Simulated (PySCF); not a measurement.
Zn(H)(OMe) (CH4OZn), SMILES C[O][ZnH]. Atoms are numbered in the order given.

```xyz
7

Zn    -0.0352    -0.8149     0.0000
H     -0.3680    -2.2903     0.0000
O      0.5101     0.8781     0.0000
C     -0.2305     2.0745     0.0000
H     -0.8695     2.1725     0.8867
H      0.4657     2.9193     0.0000
H     -0.8695     2.1725    -0.8867
```

Geometry optimised at B3LYP-D3(BJ)/def2-TZVP.

Calculation: HF/def2-TZVPD (PySCF).

Mulliken values depend strongly on the basis, most of all with diffuse functions as here. Atomic charges (e):

```json
[
 {"atom": "Zn1", "Mulliken": "0.55", "meta-Löwdin": "…"},
 {"atom": "H2", "Mulliken": "-0.06", "meta-Löwdin": "…"},
 {"atom": "O3", "Mulliken": "-0.70", "meta-Löwdin": "-0.98"},
 {"atom": "C4", "Mulliken": "-0.12", "meta-Löwdin": "…"},
 {"atom": "H5", "Mulliken": "0.11", "meta-Löwdin": "0.06"},
 {"atom": "H6", "Mulliken": "0.11", "meta-Löwdin": "0.08"},
 {"atom": "H7", "Mulliken": "0.11", "meta-Löwdin": "0.06"}
]
```

Question: Some entries are withheld; supply them. (The exact figures need the calculation; the answer reports its results.)

Answer: 
- Zn1, meta-Löwdin: 1.23
- H2, meta-Löwdin: -0.44
- C4, meta-Löwdin: -0.02
